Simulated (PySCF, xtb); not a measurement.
Be(Me)(SeH) (CH4BeSe), SMILES [CH3][Be][SeH].

GFN2-xTB (xtb) at its own geometry gives an orbital gap of 4.35 eV and a dipole moment of 2.77 D.

Geometry optimised at B3LYP-D3(BJ)/def2-TZVP. One conformer was computed; it need not be the lowest.

Question: What does CAM-B3LYP/def2-TZVPD run with PySCF give? (An estimate is asked for; the answer gives what the named calculation found.)

Answer: gap 8.55 eV (levels -8.44 and 0.11 eV), dipole 1.05 D.
